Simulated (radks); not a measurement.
Species: Sr20+. Configuration: [Ar]. Calculated with a radial shooting solver on a logarithmic mesh with Libxc functionals: Dirac Kohn-Sham, PBE, spin-unpolarised, spherical densities, point nucleus.

Unscreened Slater integrals over Kohn-Sham orbitals (eV). Large and small components are both included.

\begin{tabular}{lr}
integral & value \\ \hline
F0(3p3/2,3p3/2) & 56.413 \\
F2(3p3/2,3p3/2) & 28.500 \\
F0(3p3/2,3p1/2) & 56.864 \\
G2(3p3/2,3p1/2) & 28.631 \\
F0(3p3/2,3s1/2) & 55.924 \\
G1(3p3/2,3s1/2) & 36.616 \\
F0(3p3/2,2p3/2) & 75.005 \\
F2(3p3/2,2p3/2) & 18.182 \\
G0(3p3/2,2p3/2) & 7.2313 \\
G2(3p3/2,2p3/2) & 7.8487 \\
F0(3p1/2,3p1/2) & 57.330 \\
F0(3p1/2,3s1/2) & 56.351 \\
G1(3p1/2,3s1/2) & 36.604 \\
F0(3p1/2,2p3/2) & 76.055 \\
G2(3p1/2,2p3/2) & 7.8098 \\
F0(3s1/2,3s1/2) & 55.557 \\
F0(3s1/2,2p3/2) & 72.985 \\
G1(3s1/2,2p3/2) & 7.1224 \\
F0(2p3/2,2p3/2) & 164.89 \\
F2(2p3/2,2p3/2) & 78.348 \\
\end{tabular}
